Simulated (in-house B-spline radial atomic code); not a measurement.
Radial electron density of the lutetium ion Lu⁴⁺, [Xe] 4f13. Computed with a radial B-spline atomic code at the basis-set limit: scalar-relativistic (X2C) CAM-B3LYP, spin-polarised, spherical fractional occupations, exact exchange averaged over the configuration, Fermi nucleus of rms radius 5.37 fm.

One-electron X2C: radii and densities carry no picture-change correction, so inner-shell <1/r> comes out high (for 1s by about 2 % at Z = 33, 5 % at 54, 10 % at 75, 30 % at 118) and <r> low.

Columns: r (bohr), 4πr²n(r) (electrons per bohr), bar.

```
0.000426    3.103 #
0.000524    4.171 #
0.000644    5.581 ##
0.000791    7.434 ###
0.000973    9.877 ###
  0.0012     13.1 ####
 0.00147     17.1 ######
 0.00181     22.3 ########
 0.00222    28.64 ##########
 0.00273    36.45 ############
 0.00336    45.72 ################
 0.00413    56.18 ###################
 0.00508    67.47 #######################
 0.00625    78.75 ###########################
 0.00768    88.72 ##############################
 0.00944    95.95 #################################
  0.0116    99.06 ##################################
  0.0143     97.4 #################################
  0.0176    92.01 ###############################
  0.0216     86.3 #############################
  0.0265    84.92 #############################
  0.0326    92.01 ###############################
  0.0401    107.2 #####################################
  0.0493    123.3 ##########################################
  0.0606    129.1 ############################################
  0.0745    119.6 #########################################
  0.0916    103.5 ###################################
   0.113    98.54 ##################################
   0.139    109.6 #####################################
    0.17    116.6 ########################################
   0.209    99.74 ##################################
   0.257    69.53 ########################
   0.317    56.44 ###################
   0.389    64.22 ######################
   0.479    66.73 #######################
   0.588    51.79 ##################
   0.723    32.39 ###########
   0.889    20.49 #######
    1.09    14.61 #####
    1.34    9.674 ###
    1.65    4.927 ##
    2.03    1.768 #
     2.5   0.4152 
    3.07   0.0609 
    3.78 0.004669 
    4.64 0.0001742
```

On this grid the curve has 4 maxima, near 0.0116, 0.0606, 0.17, 0.479 bohr.

The 4f down radial function P(r) = rR(r), positive near the nucleus:

```tsv
r (bohr)	P
0.0265	0.00217
0.0401	0.008861
0.0606	0.0329
0.0916	0.1074
0.139	0.297
0.209	0.64
0.317	1.05
0.479	1.224
0.723	1.011
1.09	0.6075
1.65	0.256
2.5	0.06629
3.78	0.007917
```
